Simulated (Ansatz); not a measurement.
Reaction (isomerisation): `C[SiH2]C(O)(F)F` → `OC(F)([SiH3])CF`

Isolated molecules relaxed with PBE0-D4/def2-TZVP in Ansatz; ΔE leaves out vibrations. CBS: MP2 limit from def2 TZ/QZ plus the TZ coupled-cluster correction, frozen cores. DFT in def2-TZVPP. B3LYP here is the variant with VWN-RPA as its local correlation; programs differ in this. One conformer a species, not always the lowest.

| species | B3LYP energy (Eh) |
| --- | --- |
| `C[SiH2]C(O)(F)F` | -644.43075 |
| `OC(F)([SiH3])CF` | -644.39571 |

**Question.** Work out ΔE.

**Answer.** ΔE = (-644.39571) − (-644.43075) = 0.03504 Eh = +22.0 kcal/mol. CCSD(T)/CBS gives +21.7 kcal/mol.

Largest T1 diagnostic among the species: 0.012.
